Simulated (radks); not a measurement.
Problem. Ionisation of neutral mercury, [Hg], to [Xe] 4f14 5d10 6s1 as the strength of local exchange is varied. Calculated with a radial shooting solver on a logarithmic mesh with Libxc functionals: Dirac Kohn-Sham, Slater X-alpha exchange (alpha = 2/3 is LDA exchange), no correlation, spin-unpolarised, spherical densities, finite nucleus; Fermi nuclear charge, rms radius 5.4648 fm.

alpha  E(Hg) (hartree)  exchange (hartree)  IE (eV)  -e of the level emptied (eV)  <r> of it (bohr)
0.608      -19607.0509           -322.5753    9.412                 5.595 (6s1/2)             2.767
0.667      -19638.3801           -354.4798    9.903                 6.038 (6s1/2)             2.726
0.784      -19700.6648           -418.0617   10.908                 6.957 (6s1/2)             2.649
0.837      -19728.9481           -447.0008   11.378                 7.390 (6s1/2)             2.615
?          -19788.3217           -507.8857   12.388                 8.328 (6s1/2)             2.549

Which alpha was used in the last row?

Solution. alpha = 0.948. NIST Atomic Spectra Database: 10.438 eV (measured). The Delta-SCF value meets it near alpha = 0.73. Spin polarisation and multiplet splitting are left out, so open shells lie too high by an amount that depends on their filling.

Beside tabulated values, note that spin-unpolarised runs miss the spin-polarisation part of the exchange energy of open shells.
